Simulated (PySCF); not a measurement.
# Correlation energy of S²⁺ (sulfur, charge +2)

[Ne] 3s2 3p1 3d1, one real determinant (an excited configuration). All numbers are calculated (PySCF 2.14, scalar relativity by spin-free X2C-1e, in dyall-acv3z). Frozen: 1s2; 12 electrons correlated; the 15 highest virtual orbitals of each spin left out.

MP2 pair energies summed by pair of shells (mhartree):

```csv
pair,energy,share (%)
2p-2p,-191.81,47.4
2s-2p,-59.27,14.7
3s-3d,-37.66,9.3
2p-3s,-27.50,6.8
3s-3s,-27.04,6.7
3s-3p,-23.64,5.8
2s-2s,-9.76,2.4
2p-3p,-9.74,2.4
3p-3d,-7.28,1.8
2p-3d,-4.82,1.2
2s-3s,-3.64,0.9
2s-3p,-1.60,0.4
2s-3d,-0.58,0.1
```

Total MP2 correlation energy: -404.33 mhartree.

Same-spin part -101.78 and opposite-spin part -302.54 mhartree; SCS-MP2 scales them by 1/3 and 6/5 to -396.98 mhartree.

The reference is one real determinant that mixes LS terms of this configuration.
